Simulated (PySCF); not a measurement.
# [Er(NH2)4]− at several levels of theory

Computed with PySCF 2.14.0 (density fitting, no spin-orbit coupling) at the geometry relaxed with PBE0:

```xyz
13
[Er(NH2)4]− (singlet in the valence; each metal's 4f electrons, 11 of them, lie in its core potential, out of spins and levels)
Er    0.0000    0.0000    0.0000
N     1.0940    1.3774    1.3774
H     1.4828    1.1441    2.2917
H     1.4828    2.2917    1.1441
N    -1.0940   -1.3774    1.3774
H    -1.4828   -1.1441    2.2917
H    -1.4828   -2.2917    1.1441
N     1.0940   -1.3774   -1.3774
H     1.4828   -2.2917   -1.1441
H     1.4828   -1.1441   -2.2917
N    -1.0940    1.3774   -1.3774
H    -1.4828    2.2917   -1.1441
H    -1.4828    1.1441   -2.2917
```

```json
{"level": "PBE0", "basis": "Er lcecp-1-SVP with ECP57, N def2-SVP, H def2-SVP", "state": "singlet", "HOMO (eV)": "-1.13", "gap (eV)": "5.23", "charge on Er1 (e)": "0.64", "population of f-type functions on Er1 (polarisation alone where 4f lies in the core)": "0.05", "dipole about the centre of mass (D)": "0.00", "largest force component (eV/Å)": "0.00"}
{"level": "BLYP", "basis": "the same", "state": "singlet", "HOMO (eV)": "0.39", "gap (eV)": "3.11", "charge on Er1 (e)": "0.34", "population of f-type functions on Er1 (polarisation alone where 4f lies in the core)": "0.04", "dipole about the centre of mass (D)": "0.00", "largest force component (eV/Å)": "0.42"}
```

In the lcecp rows the 4f levels are missing from HOMO and gap, and the state counts the valence alone.

Charges are Mulliken's, which hang on the basis. The relaxation used the grid (50, 194), these runs (75, 302) or, all-electron (x2c bases, spin-free X2C Hamiltonian), (99, 590).

Q: What does B3LYP with Er lcecp-1-SVP with ECP57, N def2-SVP, H def2-SVP give here?

A: state singlet, HOMO (eV) -0.87, gap (eV) 4.72, charge on Er1 (e) 0.55, population of f-type functions on Er1 (polarisation alone where 4f lies in the core) 0.05, dipole about the centre of mass (D) 0.00, largest force component (eV/Å) 0.10. Time: 50 s on 2 threads of Intel(R) Xeon(R) Processor @ 2.50GHz (Skylake/Cascade Lake) (shared host), from an already converged density.

In the first row's basis the gap widens with exact exchange: 3.1 eV for BLYP (none); 4.7 to 5.2 eV for B3LYP, PBE0 (a fixed share).

No frequency check is given that shows the relaxed geometry to be a minimum. An lcecp potential fixes the number of 4f electrons, so in runs with it no electron can move into or out of that shell.

The highest filled level of some runs lies above zero, as often for anions with such functionals and bases.
